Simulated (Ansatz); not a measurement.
System: AgCl, charge 0, multiplicity 3. The spin state was set by rule; other spins were not relaxed. 
Geometry from a B3LYP-D3(BJ)/def2-TZVP (Ansatz, a program for electronic structure) optimisation:
```
Ag
Cl 1 2.5264
```
Charge 0, spin multiplicity 3.

Parts of the frozen-core correlation energy in def2-TZVPP (Ansatz, hartree). Frozen orbitals: 9; correlated occupied orbitals by spin: 10 and 8; virtual: 79 and 81. UHF or UKS for open shells. No spin-orbit coupling. Past Kr the def2 sets carry scalar-relativistic core potentials.

```
term                            value
-------------------------  ----------
reference (HF)             -605.57246
MP2 opposite-spin            -0.37168
MP2 same-spin                -0.18488
CCSD correlation             -0.54990
(T)                          -0.02057
T1 diagnostic                   0.023
largest doubles amplitude       0.034
<S^2> of the reference          2.013
```
